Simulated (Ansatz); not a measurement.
Isolated molecules relaxed with PBE0-D4/def2-TZVP in Ansatz; ΔE leaves out vibrations. CCSD(T)/CBS is the MP2 limit (def2-TZVPP, def2-QZVPP) plus CCSD(T) − MP2 in def2-TZVPP, frozen cores. Functionals use def2-TZVPP. B3LYP here is the variant with VWN-RPA as its local correlation; programs differ in this. One conformer a species, not always the lowest.

`B[CH2][AlH][CH3]` + `C=C(F)SC` → `BC(=C)SC` + `[CH3][AlH][CH2]F`  (formal exchange of groups at a B–C bond)

Question: Is it downhill or uphill in electronic energy at CCSD(T)/CBS, and by how much? (Best estimate.)

Answer: Computed: Uphill: ΔE = +65.2 kJ/mol.

Question: What do these levels give: PBE0-D4, ωB97X-V, ωB97M-V, B3LYP, SCS-MP2/def2-TZVPP, CCSD/def2-TZVPP, CCSD(T)/def2-TZVPP, HF/def2-QZVPP, SCS-MP2/def2-QZVPP, HF/CBS(def2), MP2/CBS(def2), CCSD/CBS(def2)? (An estimate is asked.)

Answer: The calculation gave: PBE0-D4 73.4, ωB97X-V 69.5, ωB97M-V 72.8, B3LYP 65.2, SCS-MP2/def2-TZVPP 64.2, CCSD/def2-TZVPP 66.1, CCSD(T)/def2-TZVPP 67.3, HF/def2-QZVPP 55.3, SCS-MP2/def2-QZVPP 62.8, HF/CBS(def2) 55.2, MP2/CBS(def2) 67.8, CCSD/CBS(def2) 64.1 kJ/mol.

Largest T1 diagnostic among the species: 0.012.

In def2-TZVPP, CCSD(T) changes the Hartree–Fock value by +11.7 kJ/mol (the triples alone add +1.2 kJ/mol) and MP2 by +14.2 kJ/mol.
